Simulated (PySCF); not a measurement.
## Steps of a relaxation of Sm(OH)3

Sm(OH)3 (singlet in the valence; each metal's 4f electrons, 5 of them, lie in its core potential, out of spins and levels). PySCF 2.14.0, RKS PBE0, Sm lcecp-1-SVP with ECP51, O def2-SVP, H def2-SVP; non-relativistic Hamiltonian with scalar-relativistic core potentials where named; density fitting; no spin-orbit coupling. Origin of the start: template. Columns: position (Å) and force (eV/Å). Energies are counted from the last step; some of the 17 steps are shown. Forces carry noise of the integration grid, about 0.01 to 0.03 eV/Å.

Run from Python with OMP_NUM_THREADS=2. Where DIIS fails, smearing, a level shift and second-order steps follow.
It took 53 s on 2 threads of Arm Neoverse V1, on a shared host, from the converged density of the start.

```xyz
7
step 0  E = 0.405 eV
Sm    0.0000    0.0000   -0.0052    -0.01    0.00   -0.43
O     2.1978    0.0000   -0.0052    -1.34    0.00    0.47
H     3.0978    0.0000    0.3448    -0.39    0.00   -0.33
O    -1.0989    1.9034   -0.0052     0.68   -1.16    0.47
H    -1.5489    2.6828    0.3448     0.19   -0.33   -0.33
O    -1.0989   -1.9034   -0.0052     0.68    1.16    0.47
H    -1.5489   -2.6828    0.3448     0.19    0.33   -0.33
```

```xyz
7
step 5  E = 0.006 eV
Sm    0.0000    0.0000   -0.2812     0.01    0.00   -0.01
O     2.0617    0.0000    0.0669     0.09    0.00    0.05
H     2.9719    0.0000    0.3646    -0.06    0.00   -0.04
O    -1.0308    1.7855    0.0669    -0.05    0.08    0.04
H    -1.4859    2.5738    0.3646     0.03   -0.05   -0.04
O    -1.0309   -1.7855    0.0669    -0.05   -0.08    0.04
H    -1.4860   -2.5738    0.3646     0.03    0.05   -0.04
```

```xyz
7
step 11  E = 0.001 eV
Sm    0.0000    0.0000   -0.0901     0.01    0.00    0.02
O     2.0881    0.0000    0.1049     0.09    0.00    0.02
H     3.0338    0.0000    0.2630    -0.13    0.00   -0.03
O    -1.0440    1.8083    0.1049    -0.05    0.07    0.02
H    -1.5169    2.6273    0.2630     0.07   -0.12   -0.03
O    -1.0441   -1.8083    0.1049    -0.05   -0.07    0.02
H    -1.5169   -2.6273    0.2630     0.07    0.12   -0.03
```

Q: Where does the relaxation end?

A: It converges at step 16 in C3v:
```xyz
7
step 16  E = 0
Sm    0.0000    0.0000   -0.0327
O     2.0904    0.0000    0.1162
H     3.0397    0.0000    0.2326
O    -1.0452    1.8103    0.1162
H    -1.5198    2.6325    0.2326
O    -1.0452   -1.8103    0.1162
H    -1.5199   -2.6325    0.2326
```

Q: How did the contacts change?

A: 
| contact | start (Å) | end (Å) |
| --- | --- | --- |
| Sm1–O2 (OH) | 2.198 | 2.096 |
| Sm1–O4 (OH) | 2.198 | 2.096 |
| Sm1–O6 (OH) | 2.198 | 2.096 |


An lcecp potential fixes the number of 4f electrons, so in runs with it no electron can move into or out of that shell.
